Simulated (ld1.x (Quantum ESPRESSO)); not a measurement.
Values are calculated unless marked as measured or tabulated.
Potentials for lead compared

Generated with ld1.x 7.5 (TM, RRKJ, ultrasoft, PAW), atompaw 4.2 or ONCVPSP 4.0.1. The cutoff is in Ry: for ld1.x and atompaw files where the sum of valence levels is converged to 10 mRy in a Bessel basis, for ONCV files where the hardest occupied wave has 1 mHa per electron of residual kinetic energy. The error is the largest all-electron minus pseudo excitation energy over each file’s own four to seven test configurations (ionisations up to +4, promotions, holes and added fractions of an electron), all of which were solved. The labels leave out finer settings (local radius, basis sizes, second energies), which also bear on the numbers. Spin-polarised tests are not counted. The rows are a selection from randomly drawn settings: files with unsolved tests, undetermined cutoffs or missed reference levels are left out.

A true bound ghost makes a file unfit for plane-wave use even where its test errors are small: the radial tests pick states by their node count and pass the ghost by.

```csv
potential,cutoff (Ry),largest error (meV),bound ghosts
"ultrasoft, PBE, scalar-relativistic, rc 2.25/2.55/2.42 (spd), local smoothed, core correction yes, reference 6s2 6p2",6,-708,d
"TM, Wu–Cohen, fully relativistic, rc 2.28/2.72/2.20 (spd), local s, core correction yes, reference 6s2 6p1",21,-459,"d3/2, d5/2"
"TM semilocal, PBE, scalar-relativistic, rc 1.95/2.05/1.70 (spd), local d, core correction no, reference 5d10 6s1 6p0",55,-124,none
"TM, LDA (PZ), scalar-relativistic, rc 1.75/2.65 (sp), local smoothed, core correction no, reference 6s2 6p2",25,+283,none
```

(1) Fill in the row for Pb: TM, PBE, scalar-relativistic, rc 2.10/2.80/1.75 (spd), local p, core correction yes, reference 5d10 6s2 6p2.

(2) Fill in the row for Pb: TM, PBE, scalar-relativistic, rc 2.34/2.90 (sp), local smoothed, core correction no, reference 6s1.5 6p2.5.

(3) Fill in the row for Pb: TM semilocal, BP86, scalar-relativistic, rc 1.55/2.30 (sp), local p, core correction yes, reference 6s2 6p2.

Results:

(1) cutoff 55 Ry, largest error -223 meV, bound ghosts: none.

(2) cutoff 18 Ry, largest error +166 meV, bound ghosts: s, d.

(3) cutoff 50 Ry, largest error -605 meV, bound ghosts: none.
